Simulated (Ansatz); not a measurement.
`C[S][In]([CH3])[F]` + `OC(O)I` → `[CH3][In]([F])[I]` + `CSC(O)O`  (formal exchange of groups at the In–S bond)

Isolated molecules relaxed with PBE0-D4/def2-TZVP in Ansatz; ΔE leaves out vibrations. CCSD(T)/CBS is the MP2 limit (def2-TZVPP, def2-QZVPP) plus CCSD(T) − MP2 in def2-TZVPP, frozen cores. Functionals use def2-TZVPP. B3LYP here is the variant with VWN-RPA as its local correlation; programs differ in this. def2 core potentials past Kr. For I, In outer-core shells are correlated without core-valence functions, which leaves a few kJ/mol of doubt a bond. One conformer a species, not always the lowest.

`C[S][In]([CH3])[F]`:

```xyz
11

C    -1.156   -1.559   -1.153
S    -0.268   -2.119    0.337
In    0.726   -0.111    1.095
C     0.744    1.914    0.430
F     1.759   -0.477    2.721
H    -1.656   -2.439   -1.559
H    -1.915   -0.813   -0.919
H    -0.477   -1.171   -1.910
H     1.096    1.965   -0.601
H     1.409    2.484    1.077
H    -0.263    2.327    0.481
```

`OC(O)I`:

Cartesian coordinates in Å:
```
O -0.135 -1.193 0.348
C -0.156 0.168 0.242
O -0.027 0.627 -1.053
I 1.481 1.113 1.341
H 0.672 -1.520 -0.069
H -1.057 0.518 0.747
H -0.779 0.287 -1.556
```

`[CH3][In]([F])[I]`:

```xyz
7

C    -1.140    0.012    0.076
In    0.981    0.065   -0.082
F     1.844    1.763   -0.511
I     2.794   -1.836    0.207
H    -1.534   -0.692   -0.656
H    -1.414   -0.322    1.077
H    -1.531    1.010   -0.110
```

`CSC(O)O`:

Z-matrix (Å, degrees):
```
C
S 1 1.797
H 1 1.088 2 110.9
H 1 1.091 2 106.4 3 119.1
H 1 1.091 2 111.1 3 -122.9
C 2 1.814 1 100.7 3 61.5
O 6 1.386 2 108.6 1 -172.6
O 6 1.394 2 108.4 1 -49.7
H 6 1.095 2 110.0 1 72.1
H 7 0.965 6 107.4 2 58.2
H 8 0.964 6 107.6 2 172.9
```

```
             level  ΔE (kcal/mol)  difference from CCSD(T)/CBS
         r2SCAN-D4          -17.9                          0.9
           PBE0-D4          -18.6                          0.2
           ωB97X-V          -19.9                         -1.1
            B2PLYP          -18.2                          0.6
               PBE          -16.3                          2.5
            r2SCAN          -17.9                          0.9
              PBE0          -18.7                          0.1
             B3LYP          -17.7                          1.1
     HF/def2-TZVPP          -23.5                         -4.7
    MP2/def2-TZVPP          -18.3                          0.5
CCSD(T)/def2-TZVPP          -18.0                          0.8
    MP2/def2-QZVPP          -18.8                          0.0
SCS-MP2/def2-QZVPP          -18.8                          0.0
      HF/CBS(def2)          -23.7                         -4.9
     MP2/CBS(def2)          -19.1                         -0.3
    CCSD/CBS(def2)          -19.7                         -0.9
       CCSD(T)/CBS          -18.8                            0
```

Largest T1 diagnostic among the species: 0.014.

In def2-TZVPP, CCSD(T) changes the Hartree–Fock value by +5.5 kcal/mol (the triples alone add +0.9 kcal/mol) and MP2 by +5.2 kcal/mol. From PBE to PBE0 (25 % exact exchange), in def2-TZVPP and without D4, ΔE moves by −2.4 kcal/mol.

CCSD(T)/CBS has its own doubt, a few kJ/mol and more with outer-core shells, so smaller differences from it don't rank the levels.
